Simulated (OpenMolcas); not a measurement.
W5+ among 3 point charges of -3 e arranged as a planar triangle (D3h).

| Quantity | Value |
| --- | --- |
| Program | OpenMolcas |
| Method | SS-CASPT2, IPEA 0.25 Eh, imaginary shift 0.1 Eh (closed shells correlated: 4f 5s 5p) |
| Basis | ANO-RCC-VTZP [8s7p5d3f2g1h] |
| Scalar Hamiltonian | DKH2, point nucleus |
| Active space | 1 electron in 5 orbitals (5d) |
| State averaging | 2S+1 = 2 even, 5 roots |
| Spin-orbit coupling | state interaction with AMFI integrals over the reference wave functions |

All point charges move together. At R = 2.08 Å the first state of the same spin is 8150 cm-1, and at R = 2.18 Å it is 6770 cm-1.

Question: A third run gives 9730 cm-1. What distance was it run at?

Answer: With a power law R^-n the two known points give n = -ln(6770 / 8150) / ln(2.18 / 2.08) = 3.95. Then R = 2.08 × (8150 / 9730)^(1/3.95) = 1.989 Å. The run was at 1.99 Å, so the estimate is off by -0.001 Å.

Roots that are degenerate in the reference are averaged as groups; the widest CASPT2 spread within a group is 120 cm-1 (the 2-fold group of multiplicity 2 near 33100 cm-1 above the lowest state of its run, R = 1.99). Shifts and gaps below about the spread of the groups concerned are not significant. Free-ion shares, where given, are those of the reference states; single-state CASPT2 does not remix them. Point charges carry no covalency, so the field is a model and not that of real ligands. No measured value stands beside these numbers.
